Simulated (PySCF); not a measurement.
# Computed properties of GeHBr, SMILES [GeH][Br]

GeHBr, SMILES [GeH][Br] (connectivity only; charge and spin as stated), neutral, multiplicity 1. The structure is a stationary point at PBE0-D3(BJ)/def2-TZVP. One conformer was computed; it need not be the lowest. All values are computed for the isolated molecule unless a solvent is named; none is compared with measurement here.

**Structure.** The optimised structure has Cs symmetry. All 3 harmonic modes at PBE0-D3(BJ)/def2-TZVP (PySCF) are real, so it is a minimum.

**Vibrations.** The strongest infrared lines (harmonic, unscaled, degenerate partners summed) lie at 1911 cm⁻¹ (313 km/mol, H 99 %), 293 cm⁻¹ (38 km/mol, Ge 52 %, Br 48 %), 701 cm⁻¹ (22 km/mol, H 98 %). The softest mode is at 293 cm⁻¹ and the zero-point energy is 4.2 kcal/mol.

**Electronic structure.** HF/def2-TZVPD (PySCF) places the frontier levels at -9.51 and -0.15 eV, a gap of 9.36 eV, and gives a dipole moment of 2.05 D and a mean polarisability of 56.0 bohr³.

**Excitations.** TDDFT-CAM-B3LYP/def2-TZVPD (PySCF) has S1 at 2.62 eV (474 nm, f = 0.008, weak); the most intense of the 10 singlets computed lies at 7.08 eV (f = 0.15). T1 (TDA) is at 1.73 eV.

**NMR.** GIAO shifts at HF/pcSseg-2 (PySCF) (non-relativistic, atoms alike by connectivity averaged): ¹H at 10.5 ppm against TMS. Without spin–orbit terms, shifts of atoms bonded to Cl or Br come out too high.
